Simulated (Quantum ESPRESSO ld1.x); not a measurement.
Values are calculated unless marked as measured or tabulated.
Problem. Coherent X-ray form factor from a spherical all-electron density. Code: ld1.x of Quantum ESPRESSO 7.5. Model: Dirac Kohn-Sham, LDA (Slater exchange, Perdew-Zunger correlation), spin-unpolarised, spherical densities, point nucleus.

| sin(theta)/lambda (1/angstrom) | f0 (electrons) |
|---|---|
| 0.05 | 48.322 |
| 0.1 | 46.481 |
| 0.15 | 43.918 |
| 0.2 | 41.074 |
| 0.25 | 38.234 |
| 0.3 | 35.535 |
| 0.4 | 30.727 |
| 0.5 | 26.771 |
| 0.6 | 23.657 |
| 0.8 | 19.436 |
| 1 | 16.682 |
| 1.25 | 13.862 |
| 1.5 | 11.329 |
| 2 | 7.653 |

The species is in the configuration that NIST lists as its ground one. Which atom or ion scatters so?

Solution. The antimony ion Sb2+, [Kr] 4d10 5s2 5p1. Extrapolating in s^2 from the first two rows gives f0(0) = 48.9, near the electron count 49; among species with that count, the fall with angle is slower the higher Z, and the table is that of Z = 51; from so few rows the species is fixed only to a neighbour or two.
